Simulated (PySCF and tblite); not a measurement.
Results of a calculation; reference values are marked as such.
System: C₄H₆BF₂N, numbered as in [CH2:1]=[N:2]/[CH:3]=[C:4](/[CH3:5])[B:6]([F:7])[F:8].

Motion: rotation about the B6–C4 bond (torsion F7–B6–C4–C3 from 175° to 365°, rising). GFN2-xTB gives an electronic barrier of 5.2 kcal/mol.

**Question.** What does PBE0/pcSseg-1 + D3(BJ) give on GFN2-xTB geometries?

**Answer.** A barrier of 5.3 kcal/mol, 0.0 above the tight-binding barrier (from unrounded values) and, with GFN2-xTB thermal terms, ΔG‡(298 K) = 5.6 kcal/mol and k = 9.2×10⁸ s⁻¹ (2 equivalent paths).

Programs: tblite and PySCF.
